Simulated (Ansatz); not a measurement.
Ansatz (a program for electronic structure) input:

Ansatz 0.2 input:
```yaml
crystal:
  periodic: [false, false, false]
  atoms:
    - {symbol: C, position_ang: [-0.99923478, 1.62944355, -0.43966177]}
    - {symbol: C, position_ang: [-0.80846223, 0.20341728, 0.04242889]}
    - {symbol: C, position_ang: [-1.63833501, -0.75615051, -0.79014053]}
    - {symbol: Si, position_ang: [1.11469894, -0.31381334, 0.05109515]}
    - {symbol: O, position_ang: [2.86043647, -0.75293694, -0.17664767]}
    - {symbol: O, position_ang: [1.44684696, 0.90214931, 1.20292506]}
    - {symbol: O, position_ang: [0.72359650, -1.78096820, 0.83276500]}
    - {symbol: H, position_ang: [-0.66084818, 1.72298141, -1.47200985]}
    - {symbol: H, position_ang: [-0.40380803, 2.30085989, 0.17309986]}
    - {symbol: H, position_ang: [-2.04849281, 1.94725687, -0.39121286]}
    - {symbol: H, position_ang: [-1.15590450, 0.14388412, 1.07976831]}
    - {symbol: H, position_ang: [-2.70914277, -0.51903197, -0.75310432]}
    - {symbol: H, position_ang: [-1.31613329, -0.72180953, -1.83142479]}
    - {symbol: H, position_ang: [-1.49378028, -1.76947235, -0.42505264]}
    - {symbol: H, position_ang: [3.32269234, -0.99646481, 0.63520959]}
    - {symbol: H, position_ang: [2.38270682, 1.03976544, 1.32992222]}
    - {symbol: H, position_ang: [1.45932095, -2.38829940, 0.86337477]}
basis:
  gaussian:
    orbitals: def2-TZVP
hamiltonian:
  xc: b3lyp
  dispersion: d3bj
total_charge: -1
magnetization: {spin_polarized: true, initial_magnetization: 1}
relax: {f_tol: 0.002, max_steps: 150}
```

What final total energy does it print?

-635.82201 Eh (B3LYP-D3(BJ)/def2-TZVP). The basis has 283 functions.
